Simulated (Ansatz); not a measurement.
Reactions of C2H4FNSi, SMILES `C[SiH](F)C#N`.

Calculated with Ansatz (gas phase, PBE0-D4/def2-TZVP geometries, no zero-point term in ΔE). CCSD(T)/CBS is the MP2 limit (def2-TZVPP, def2-QZVPP) plus CCSD(T) − MP2 in def2-TZVPP, frozen cores. This one scheme is used for every species, atoms too. DFT in def2-TZVPP. No spin–orbit coupling; open shells (•) take unrestricted orbitals. Spin–orbit coupling would lower the free atoms: a little for F. One conformer a species, not always the lowest.

| reaction | CCSD(T)/CBS(def2) (kcal/mol) |
| --- | --- |
| `C[SiH](F)C#N` → `C#N` + `C[Si]F` | 57.3 |
| `C[SiH](F)C#N` + H–F → `N#C[SiH](F)F` + CH₄ | ? |
| `C[SiH](F)C#N` + PH₃ → `C[SiH](F)P` + `C#N` | 5.7 |
| `C[SiH](F)C#N` + `BBO` → `BBO[SiH](C)F` + `C#N` | -16.1 |
| `C[SiH](F)C#N` → F• + `C[SiH]C#N`• | 157.8 |

(1) Fill in the missing values. (Estimate.)

Largest T1 diagnostic: 0.022, for `C[SiH]C#N`•.

## Answers

(1) The calculation gave: `C[SiH](F)C#N` + H–F → `N#C[SiH](F)F` + CH₄: -32.3 kcal/mol.
